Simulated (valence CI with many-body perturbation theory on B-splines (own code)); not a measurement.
**E1 transitions of Er LXIV**

Computed by relativistic CI+MBPT: three valence electrons over a frozen Dirac-Fock core [He], a basis of 11 s, 11 p, 10 d, 8 f, 5 g, 2 h functions for each j, with the one-electron correlation potential Σ1, the two-electron term Σ2, the three-electron term Σ3, Breit, model QED; selected CI, second order for the rest, scaled by the run's own slope (own B-spline code, finite nucleus).

The last digits are not significant, and no measured levels were compared; by estimate large intervals hold to a few tenths of a per cent, small ones and those within an open d or f shell to about a per cent.

Lines 1 to 50 of 577 in falling wavelength, among levels below 12651 eV, chosen from the strongest by gf and those to the six lowest levels. Wavelengths and rates use the calculated energies. Electric multipoles are in the length gauge with retardation, E1 and E2 with the static RPA response of the core. Weak lines are less certain than strong ones. Lines between different terms over intervals too small for the method are left out, as are lines whose strength nearly cancels. The highest levels of a list are the least certain.

Levels are named by their leading jj configuration (3d3/2^4 stands for four electrons in 3d with j = 3/2), which in mixed levels can hold well under half, so a name can repeat and another be missing. Letters in brackets count levels of one name in rising energy.

| λ vac (nm) | Upper | Lower | A (s⁻¹) | log gf | Branch % |
| --- | --- | --- | --- | --- | --- |
| 52.87 | (2p1/2^2 4f7/2) J=7/2 | (2p1/2^2 4d5/2) J=5/2 | 3.60e+08 | -0.92 | 0.0 |
| 51.13 | (2s 2p1/2 4f7/2) J=5/2 | (2s 2p1/2 4d5/2) J=3/2 | 3.53e+08 | -1.08 | 0.0 |
| 50.01 | (2s 2p1/2 4f7/2) J=7/2 [b] | (2s 2p1/2 4d5/2) J=5/2 [b] | 3.87e+08 | -0.93 | 0.0 |
| 48.68 | (2s 2p1/2 4f7/2) J=7/2 [a] | (2s 2p1/2 4d5/2) J=5/2 [a] | 4.18e+08 | -0.93 | 0.0 |
| 45.94 | (2s 2p1/2 4f7/2) J=9/2 | (2s 2p1/2 4d5/2) J=7/2 | 5.45e+08 | -0.76 | 0.0 |
| 43.68 | (2s^2 4f7/2) J=7/2 | (2s^2 4d5/2) J=5/2 | 6.33e+08 | -0.84 | 0.0 |
| 28.28 | (2s 2p1/2 4f5/2) J=5/2 [b] | (2s 2p1/2 4d3/2) J=3/2 [b] | 1.77e+09 | -0.90 | 0.0 |
| 27.45 | (2p1/2^2 4f5/2) J=5/2 | (2p1/2^2 4d3/2) J=3/2 | 2.40e+09 | -0.79 | 0.0 |
| 26.48 | (2s 2p1/2 4f5/2) J=5/2 [a] | (2s 2p1/2 4d3/2) J=3/2 [a] | 2.60e+09 | -0.78 | 0.0 |
| 26.43 | (2s^2 4f5/2) J=5/2 | (2s^2 4d3/2) J=3/2 | 2.63e+09 | -0.78 | 0.0 |
| 25.47 | (2s 2p1/2 4f5/2) J=7/2 | (2s 2p1/2 4d3/2) J=5/2 | 2.71e+09 | -0.68 | 0.0 |
| 22.83 | (2s 2p1/2 4d5/2) J=7/2 | (2s 2p1/2 4p3/2) J=5/2 | 6.99e+09 | -0.36 | 0.0 |
| 22.54 | (2p1/2^2 4d5/2) J=5/2 | (2p1/2^2 4p3/2) J=3/2 | 7.41e+09 | -0.47 | 0.0 |
| 22.12 | (2s 2p1/2 4d5/2) J=5/2 [a] | (2s 2p1/2 4p3/2) J=3/2 [a] | 7.16e+09 | -0.50 | 0.0 |
| 21.93 | (2s 2p1/2 4d5/2) J=5/2 [b] | (2s 2p1/2 4p3/2) J=3/2 [b] | 6.77e+09 | -0.53 | 0.0 |
| 21.59 | (2s^2 4d5/2) J=5/2 | (2s^2 4p3/2) J=3/2 | 7.82e+09 | -0.48 | 0.0 |
| 21.07 | (2s 2p1/2 4d5/2) J=3/2 | (2s 2p1/2 4p3/2) J=1/2 | 6.74e+09 | -0.75 | 0.0 |
| 10.11 | (2p3/2^2 3d5/2) J=5/2 [a] | (2p3/2^2 3p3/2) J=3/2 [a] | 1.15e+10 | -0.98 | 0.0 |
| 9.607 | (2s 2p3/2 3d5/2) J=9/2 | (2s 2p3/2 3p3/2) J=7/2 | 2.12e+10 | -0.53 | 22.9 |
| 9.592 | (2p1/2 2p3/2 3d5/2) J=9/2 | (2p1/2 2p3/2 3p3/2) J=7/2 | 2.43e+10 | -0.47 | 0.3 |
| 9.570 | (2p1/2 2p3/2 3d5/2) J=7/2 [b] | (2p1/2 2p3/2 3p3/2) J=5/2 [b] | 1.98e+10 | -0.66 | 0.0 |
| 9.544 | (2p1/2 2p3/2 3d5/2) J=7/2 [a] | (2p1/2 2p3/2 3p3/2) J=5/2 [a] | 2.07e+10 | -0.65 | 0.0 |
| 9.530 | (2s 2p1/2 3d5/2) J=7/2 | (2s 2p1/2 3p3/2) J=5/2 | 2.29e+10 | -0.60 | 0.0 |
| 9.520 | (2s 2p3/2 3d5/2) J=5/2 [b] | (2s 2p3/2 3p3/2) J=3/2 [b] | 1.39e+10 | -0.94 | 0.0 |
| 9.480 | (2s 2p3/2 3d5/2) J=7/2 [a] | (2s 2p3/2 3p3/2) J=5/2 [a] | 1.71e+10 | -0.74 | 0.0 |
| 9.477 | (2p3/2^2 3d5/2) J=7/2 | (2p3/2^2 3p3/2) J=5/2 | 1.80e+10 | -0.71 | 0.1 |
| 9.456 | (2s 2p3/2 3d5/2) J=7/2 [b] | (2s 2p3/2 3p3/2) J=5/2 [b] | 1.77e+10 | -0.72 | 0.0 |
| 9.417 | (2p3/2^2 3d5/2) J=9/2 | (2p3/2^2 3p3/2) J=7/2 | 2.35e+10 | -0.51 | 0.2 |
| 9.402 | (2p1/2^2 3d5/2) J=5/2 | (2p1/2^2 3p3/2) J=3/2 | 2.55e+10 | -0.69 | 0.0 |
| 9.325 | (2p3/2^2 3d5/2) J=5/2 [b] | (2p3/2^2 3p3/2) J=3/2 [b] | 2.29e+10 | -0.75 | 0.0 |
| 9.289 | (2s^2 3d5/2) J=5/2 | (2s^2 3p3/2) J=3/2 | 1.95e+10 | -0.82 | 0.0 |
| 9.276 | (2s 2p1/2 3d5/2) J=5/2 [a] | (2s 2p1/2 3p3/2) J=3/2 [a] | 2.30e+10 | -0.75 | 0.0 |
| 9.245 | (2p1/2 2p3/2 3d5/2) J=5/2 [b] | (2p1/2 2p3/2 3p3/2) J=3/2 [b] | 1.51e+10 | -0.94 | 0.0 |
| 8.974 | (2p1/2 2p3/2 3d5/2) J=5/2 [a] | (2p1/2 2p3/2 3p3/2) J=3/2 [a] | 1.95e+10 | -0.85 | 0.0 |
| 8.952 | (2s 2p1/2 4d3/2) J=3/2 [b] | (2s 2p1/2 4p1/2) J=1/2 [b] | 5.23e+10 | -0.60 | 0.0 |
| 8.930 | (2s 2p1/2 3d5/2) J=5/2 [b] | (2s 2p1/2 3p3/2) J=3/2 [b] | 2.28e+10 | -0.79 | 0.0 |
| 8.887 | (2s 2p1/2 4d3/2) J=1/2 | (2s 2p1/2 4p1/2) J=1/2 [b] | 8.16e+10 | -0.71 | 0.0 |
| 8.688 | (2p1/2^2 4d3/2) J=3/2 | (2p1/2^2 4p1/2) J=1/2 | 1.07e+11 | -0.32 | 0.1 |
| 8.673 | (2s 2p1/2 4d3/2) J=5/2 | (2s 2p1/2 4p1/2) J=3/2 | 9.86e+10 | -0.18 | 0.0 |
| 8.658 | (2p1/2 2p3/2 3d5/2) J=3/2 [a] | (2p1/2 2p3/2 3p3/2) J=1/2 [a] | 1.81e+10 | -1.09 | 0.0 |
| 8.655 | (2s^2 4d3/2) J=3/2 | (2s^2 4p1/2) J=1/2 | 9.99e+10 | -0.35 | 0.0 |
| 8.636 | (2s 2p1/2 4d3/2) J=3/2 [a] | (2s 2p1/2 4p1/2) J=1/2 [a] | 1.04e+11 | -0.33 | 0.0 |
| 8.421 | (2s 2p1/2 4p3/2) J=1/2 | (2s 2p1/2 4s) J=1/2 [b] | 1.13e+11 | -0.62 | 0.0 |
| 8.345 | (2s 2p1/2 4d3/2) J=3/2 [b] | (2s 2p1/2 4p1/2) J=3/2 | 4.99e+10 | -0.68 | 0.0 |
| 8.336 | (2s 2p1/2 4p3/2) J=3/2 [b] | (2s 2p1/2 4s) J=1/2 [b] | 7.94e+10 | -0.48 | 0.0 |
| 8.201 | (2p1/2^2 4p3/2) J=3/2 | (2p1/2^2 4s) J=1/2 | 1.53e+11 | -0.21 | 0.1 |
| 8.143 | (2s^2 4p3/2) J=3/2 | (2s^2 4s) J=1/2 | 1.35e+11 | -0.27 | 0.2 |
| 8.085 | (2s 2p1/2 4p3/2) J=5/2 | (2s 2p1/2 4s) J=3/2 | 1.57e+11 | -0.04 | 0.3 |
| 8.079 | (2s 2p1/2 4p3/2) J=3/2 [a] | (2s 2p1/2 4s) J=1/2 [a] | 1.52e+11 | -0.22 | 0.1 |
| 8.035 | (2s 2p1/2 4p3/2) J=3/2 [b] | (2s 2p1/2 4s) J=3/2 | 5.94e+10 | -0.64 | 0.0 |

Problem. How does gf follow from A for the line at 25.47 nm?

Solution. gf = 1.4992 × (2J+1)_upper × A / σ², with σ = 392598 cm⁻¹ and 2J+1 = 8: gf = 0.211.
